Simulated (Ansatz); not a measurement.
Compare A (`C[SiH](O)BO`) with its isomer B (`BOCO[SiH3]`).

Calculated with Ansatz (gas phase, PBE0-D4/def2-TZVP geometries, no zero-point term in ΔE). CBS: MP2 limit from def2 TZ/QZ plus the TZ coupled-cluster correction, frozen cores. DFT in def2-TZVPP. B3LYP here is the variant with VWN-RPA as its local correlation; programs differ in this. One conformer a species, not always the lowest.

A:

Z-matrix (Å, degrees):
```
C
Si 1 1.862
H 1 1.093 2 110.1
H 1 1.092 2 110.9 3 -120.0
H 1 1.092 2 110.9 3 119.6
O 2 1.663 1 106.1 3 179.8
B 2 2.032 1 113.7 3 -57.7
H 2 1.501 1 108.9 3 61.8
H 6 0.958 2 117.0 1 175.2
O 7 1.354 2 118.6 1 31.2
H 7 1.210 2 123.0 1 -149.9
H 10 0.962 7 113.9 2 178.6
```

B:

Z-matrix (Å, degrees):
```
C
O 1 1.412
O 1 1.381 2 110.5
H 1 1.096 2 106.6 3 120.7
H 1 1.094 2 110.0 3 -119.4
B 2 1.345 1 121.7 3 107.8
Si 3 1.657 1 123.5 2 58.5
H 6 1.201 2 119.9 1 2.5
H 6 1.195 2 116.9 1 -178.1
H 7 1.483 3 111.9 1 -79.4
H 7 1.481 3 105.5 1 161.2
H 7 1.488 3 109.4 1 42.0
```

(1) Which is lower in electronic energy at CCSD(T)/CBS, and by how much? (An estimate is asked.)

(2) Give E(B) − E(A) in kJ/mol with MP2/def2-TZVPP, r2SCAN-D4, PBE-D4, B3LYP-D4, CCSD(T)/def2-SVP, B2PLYP, HF/def2-TZVPP. (An estimate is asked.)

(3) Does the order hold for the free energy at 298.15 K (harmonic terms from PBE0-D4)? (Best estimate.)

Largest T1 diagnostic: 0.013.

Results:

(1) The calculation gave: A, by 123.2 kJ/mol.

(2) Computed: MP2/def2-TZVPP 122.0, r2SCAN-D4 123.4, PBE-D4 128.4, B3LYP-D4 111.9, CCSD(T)/def2-SVP 86.5, B2PLYP 113.8, HF/def2-TZVPP 88.6. None reverses the order clearly.

(3) Computed: Yes: G(B) − G(A) = +118.1 kJ/mol, for one conformer each. Modes under 60 cm⁻¹, often nearly free rotors, make the harmonic entropy too high.

Leaving LDA and LC-ωPBE aside and taking each functional with its dispersion term where it has one, the values, not all of them listed here, spread over 21.4 kJ/mol, from BHLYP-D4 to PBE-D4. LDA lies −7.2 kJ/mol from PBE without D4. In def2-TZVPP, CCSD(T) changes the Hartree–Fock value by +27.8 kJ/mol (the triples alone add +1.3 kJ/mol) and MP2 by +33.4 kJ/mol.
